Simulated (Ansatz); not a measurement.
Start from `C[SiH2][SnH2][CH3]` and change one atom or group to get `[CH3][SnH2][SiH2]F`.

Ansatz, PBE0-D4/def2-TZVP geometries, multiplicity 1. Each molecule was computed in one conformer, which needn't be the lowest.

Elements past krypton have def2 core potentials.

```tsv
property	`C[SiH2][SnH2][CH3]`
size of the dipole moment (B3LYP/def2-TZVPP) / D	1.26
LUMO energy (ωB97M-V/def2-TZVPP) / eV	1.43
HOMO energy (PBE0/def2-TZVPP) / eV	-7.42
HOMO–LUMO gap (PBE/def2-TZVPP) / eV	5.62
LUMO energy (PBE/def2-TZVPP) / eV	-0.75
HOMO–LUMO gap (B3LYP/def2-TZVPP) / eV	7.00
```

Task: What does the change do to each property? (Best estimate.)

Result: Ansatz gave: 
```json
{"property": "size of the dipole moment (B3LYP/def2-TZVPP) / D", "`[CH3][SnH2][SiH2]F`": "1.23", "shift": "-0.03"}
{"property": "LUMO energy (ωB97M-V/def2-TZVPP) / eV", "`[CH3][SnH2][SiH2]F`": "1.00", "shift": "-0.43"}
{"property": "HOMO energy (PBE0/def2-TZVPP) / eV", "`[CH3][SnH2][SiH2]F`": "-7.75", "shift": "-0.33"}
{"property": "HOMO–LUMO gap (PBE/def2-TZVPP) / eV", "`[CH3][SnH2][SiH2]F`": "5.18", "shift": "-0.44"}
{"property": "LUMO energy (PBE/def2-TZVPP) / eV", "`[CH3][SnH2][SiH2]F`": "-1.45", "shift": "-0.70"}
{"property": "HOMO–LUMO gap (B3LYP/def2-TZVPP) / eV", "`[CH3][SnH2][SiH2]F`": "6.72", "shift": "-0.28"}
```

With PBE0 the HOMO falls by 0.33 eV and the LUMO falls by 0.64 eV, so the gap narrows by about 0.31 eV. PBE moves the HOMO by -0.27 eV and ωB97M-V by -0.34 eV. Dipoles are sizes alone; their direction can turn.

B3LYP here is the variant with VWN-RPA as its local correlation; programs differ in this.
